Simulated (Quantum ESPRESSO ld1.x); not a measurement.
The mean radii <r> (bohr) of the occupied orbitals of an atom or ion are listed with their occupations. Method: scalar-relativistic Kohn-Sham, revPBE, spin-unpolarised, spherical densities, point nucleus; computed with ld1.x of Quantum ESPRESSO 7.5.

orbital  occ.      <r>
1s          2  0.05619
2s          2   0.2554
2p          6   0.2250
3s          2   0.7610
3p          6   0.7936
3d          5   0.8915
4s          1    2.124

Name the element and its charge.

Answer. Z = 27, cobalt, charge +3: Co3+ in [Ar] 3d5 4s1. The 1s radius gives Z: for a bare nucleus <r> = (2 gamma + 1)/(2Z) with gamma = sqrt(1 - (Z/c)^2), 0.05483 bohr for Z = 27, and screening makes it slightly larger (0.05619 here). The occupations add up to 24, and the charge is Z minus that.
